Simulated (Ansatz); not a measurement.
SnH3(OSiMe3) (C₃H₁₂OSiSn). The state is a singlet with charge 0. Geometry PBE0-D4/def2-SVP; atoms count from 1.

```xyz
18

Sn   -2.062   -2.019    0.156
H    -1.361   -3.560   -0.094
H    -3.259   -2.034    1.376
H    -2.637   -1.338   -1.311
O    -0.628   -0.846    0.856
Si    0.370    0.303    0.181
C     1.171   -0.380   -1.379
C     1.677    0.718    1.456
C    -0.628    1.836   -0.254
H     1.865    0.351   -1.826
H     0.417   -0.627   -2.145
H     1.744   -1.296   -1.160
H     2.263   -0.176    1.719
H     2.374    1.486    1.082
H     1.212    1.099    2.379
H    -1.403    1.611   -1.004
H    -1.130    2.241    0.639
H     0.015    2.630   -0.669
```

In the def2 sets Sn takes a core potential; there is no spin–orbit coupling.

(1) Estimate the Mulliken populations from the PBE0/def2-TZVP orbitals of Ansatz.

(2) And the Mayer bond orders between heavy atoms (over 0.3)?

Answers

(1) 
```json
{"atom": "Sn1", "charge (e)": "0.55"}
{"atom": "H2", "charge (e)": "-0.05"}
{"atom": "H3", "charge (e)": "-0.05"}
{"atom": "H4", "charge (e)": "-0.05"}
{"atom": "O5", "charge (e)": "-0.61"}
{"atom": "Si6", "charge (e)": "0.50"}
{"atom": "C7", "charge (e)": "-0.50"}
{"atom": "C8", "charge (e)": "-0.48"}
{"atom": "C9", "charge (e)": "-0.49"}
{"atom": "H10", "charge (e)": "0.13"}
{"atom": "H11", "charge (e)": "0.13"}
{"atom": "H12", "charge (e)": "0.14"}
{"atom": "H13", "charge (e)": "0.13"}
{"atom": "H14", "charge (e)": "0.13"}
{"atom": "H15", "charge (e)": "0.13"}
{"atom": "H16", "charge (e)": "0.13"}
{"atom": "H17", "charge (e)": "0.14"}
{"atom": "H18", "charge (e)": "0.13"}
```
Mulliken values depend strongly on the basis.

(2) Sn1–O5 0.83 (1.98 Å); O5–Si6 1.16 (1.67 Å); Si6–C7 0.97 (1.88 Å); Si6–C8 1.00 (1.87 Å); Si6–C9 0.98 (1.88 Å).
